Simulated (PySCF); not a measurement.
H2ClSb, singlet, at a GFN2-xTB geometry (core potentials on Sb). Base run: B3LYP/def2-SVPD, polarisability run with PySCF.

The PySCF input:
```python
from pyscf import gto, scf, dft
from pyscf.prop import polarizability

mol = gto.Mole()
mol.atom = '''
    Sb   -0.32961568   -0.32684112    0.32589794
    H     0.01484462   -1.65880221   -0.67725572
    H    -1.65346622    0.01070685   -0.69025738
    Cl    1.08523656    1.07747014   -0.89725188
'''
mol.basis = 'def2-svpd'
mol.ecp = {'Sb': 'def2-svpd'}
mol.verbose = 4
mol.build()

mf = dft.RKS(mol)
mf.xc = 'b3lyp'
mf.kernel()
alpha = mf.Polarizability().polarizability()[2, 2]
print('alpha_zz =', alpha)
```

Variants of this job, named by their change:

```tsv
change	alpha_zz (bohr³)	basis functions
base	55.28	75
basis = def2-SVP	40.68	54
functional = pbe0	54.80	75
functional = lda,vwn	56.65	75
basis = def2-TZVP	48.58	99
finite field (a.u.) = 0.001; conv_tol = 1e-11	55.28	75
finite field (a.u.) = 0.02; conv_tol = 1e-11	55.69	75
finite field (a.u.) = 0.001; conv_tol = 1e-6	55.26	75
functional = camb3lyp	___	75
basis = STO-3G	___	___
functional = hf	52.71	75
finite field (a.u.) = 2e-4; conv_tol = 1e-11	55.28	75
```

Question: Some entries are withheld; supply them.

Answer: 
- functional = camb3lyp, alpha_zz (bohr³): 54.51
- basis = STO-3G, alpha_zz (bohr³): 15.43
- basis = STO-3G, basis functions: 38

Finite-field rows take the second difference of the energy in a field along z; a small field with loose convergence shows SCF noise divided by the square of the field, and a large one adds hyperpolarisability.
